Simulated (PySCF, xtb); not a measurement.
ClF2H3Si2, SMILES F[SiH](F)[SiH2]Cl.

GFN2-xTB (xtb) at its own geometry gives an orbital gap of 4.50 eV and a dipole moment of 1.81 D.

Geometry: PBE0-D3(BJ)/def2-SVP. This is a generated structure with no PubChem entry under its InChIKey; it may be hypothetical. Other conformers were not sampled.

What does r2SCAN/def2-TZVP run with PySCF give? (Estimate from the structure and the level; the computed values follow.)

gap 5.82 eV (levels -7.57 and -1.75 eV), dipole 1.25 D.
